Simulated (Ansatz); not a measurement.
Total energies of In₉P₉H₂₄, a nanocrystal cut from wurtzite InP (hydrogen-capped) from Ansatz at PBE0-D4/def2-SVP, gas phase (1 Eh = 27.2114 eV = 2625.5 kJ/mol). The reference geometry is relaxed at PBE-D4/def2-SVP.

```
atom    x (Å)    y (Å)    z (Å)
 In1  -3.4367  -0.7332  -1.7857
  P2  -1.7448  -1.4393  -3.6842
  P3  -2.0593   0.9307  -0.4597
 In4  -0.0676   1.9529  -1.8300
 In5  -0.6813   4.3468   1.6475
  P6   0.9971   3.6357  -0.2574
 In7   0.8043  -2.0035  -3.2979
  P8   1.5140  -0.1398  -1.7336
 In9   3.5436   3.0812   0.1414
 P10  -3.1625  -2.9273  -0.3448
In11  -1.7129   0.2263   2.0451
 P12  -0.4198   2.1487   3.0798
In13  -0.8870  -3.7788   0.6861
 P14   0.3930  -3.9920  -1.6121
 P15   0.0887  -1.6355   1.6231
In16   2.4121  -1.0093   0.5745
In17   1.8586   1.3130   4.1101
 P18   3.1329   1.0844   1.8133
 H19  -5.0515  -0.5455  -2.3876
 H20  -1.7547  -0.3569  -4.6210
 H21  -2.3432  -2.4272  -4.5330
 H22  -2.9831   2.0230  -0.3653
 H23  -0.5642   2.2549  -3.4771
 H24  -2.2860   4.3075   0.9488
 H25   0.0362   5.6580   2.5364
 H26   1.0285   4.7770  -1.1285
 H27   1.5832  -2.5325  -4.7534
 H28   2.7017   0.3198  -2.3920
 H29   4.1478   2.3808  -1.3449
 H30   4.2481   4.3964   1.0350
 H31  -3.8564  -4.0150  -0.9692
 H32  -4.0434  -2.7592   0.7709
 H33  -3.1769  -0.4868   2.6765
 H34  -1.2463   2.3898   4.2293
 H35  -1.0628  -5.3101   1.4795
 H36  -0.0608  -5.1519  -2.3215
 H37   1.6968  -4.4771  -1.2747
 H38   0.4343  -2.0598   2.9483
 H39   3.3734  -2.4489   0.3412
 H40   2.5683   2.6336   4.9913
 H41   1.5817  -0.3122   4.6992
 H42   4.4571   0.6813   2.1959
```

```json
{"state": "charge 0 singlet", "geometry": "reference", "energy (Eh)": "-4796.07345"}
{"state": "charge 1 doublet", "geometry": "reference", "energy (Eh)": "-4795.78804"}
{"state": "charge -1 doublet", "geometry": "reference", "energy (Eh)": "-4796.09788"}
{"state": "free In atom (doublet)", "geometry": "–", "energy (Eh)": "-190.10951"}
{"state": "free P atom (quartet)", "geometry": "–", "energy (Eh)": "-341.02153"}
{"state": "free H atom (doublet)", "geometry": "–", "energy (Eh)": "-0.50029"}
```

In the def2 sets In takes a core potential; there is no spin–orbit coupling. Single mean-field runs in def2-SVP are fitted with def2-universal-jkfit.

(1) Work out the vertical ionisation energy to the doublet.

(2) Work out the vertical electron affinity, to the doublet.

(3) Give the fundamental gap IE − EA, the Mulliken electronegativity (IE + EA)/2 and the hardness (IE − EA)/2.

(4) What is the binding energy per atom against free atoms?

(1) E(charge 1 doublet) − E(charge 0 singlet) = -4795.78804 − (-4796.07345) = 0.28541 Eh = 7.77 eV. For comparison, −ε of the highest occupied level is 6.64 eV at this level, 1.13 eV less.

(2) E(charge 0 singlet) − E(charge -1 doublet) = -4796.07345 − (-4796.09788) = 0.02443 Eh = 0.66 eV. The basis lacks diffuse functions, which makes affinities too small.

(3) From the values in Eh: IE − EA = 0.28541 − 0.02443 = 0.26098 Eh = 7.10 eV; (IE + EA)/2 = 4.22 eV; (IE − EA)/2 = 3.55 eV. The HOMO–LUMO gap of the same run is 5.09 eV, 2.01 eV smaller than the fundamental gap.

(4) Atoms: 9 × (-190.10951) + 9 × (-341.02153) + 24 × (-0.50029) = -4792.18632 Eh. Binding: -4792.18632 − (-4796.07345) = 3.88713 Eh = 105.77 eV, or 2.52 eV for each of 42 atoms (no zero-point energy, no counterpoise term).

At PBE0-D4/def2-SVP the highest occupied level of the charge -1 doublet lies above zero (up to 0.36 eV). By energy differences its removal costs 0.66 eV (vertical, to the charge 0 singlet, at PBE0-D4/def2-SVP); self-interaction error and the lack of diffuse functions both raise the level.
